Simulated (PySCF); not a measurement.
C₂H₅Se₂, SMILES [Se]([Se]C)[CH2], multiplicity 2. Atoms are numbered in the order given.

```xyz
9

C      2.1225    -0.0692     0.8138
Se     0.9848    -0.3471    -0.6143
Se    -0.9942     0.6341     0.1543
C     -1.8664    -0.9510     0.8793
H      3.1914     0.0156     0.6050
H      1.7325     0.0364     1.8274
H     -2.8586    -0.6233     1.2235
H     -1.9840    -1.7129     0.0988
H     -1.2976    -1.3521     1.7274
```
Charge 0, spin multiplicity 2.

Geometry: PBE0-D3(BJ)/def2-SVP. The isomer is the one that the SMILES or the coordinates give; other isomers of the formula were not compared. One conformer was computed; it need not be the lowest.

The numbers are results of ωB97X/def2-TZVP in PySCF, not measurements.

The molecule is in vacuum.

```json
{
  "total_energy": "-4882.35422 hartree",
  "α spin, highest occupied and lowest empty level": "-7.68 and 0.78 eV",
  "β spin, highest occupied and lowest empty level": "-8.96 and 0.04 eV",
  "dipole_moment": "1.50 D",
  "quadrupole, principal values (traceless, Buckingham form, about the centre of nuclear charge)": "-4.68, -1.85, 6.53 D·Å",
  "mean_static_polarisability": "79.0 bohr³ (11.70 Å³)",
  "polarisability_principal_values": "63.8, 68.3, 104.9 bohr³",
  "⟨S²⟩": "0.761 (pure state 0.75)"
}
```
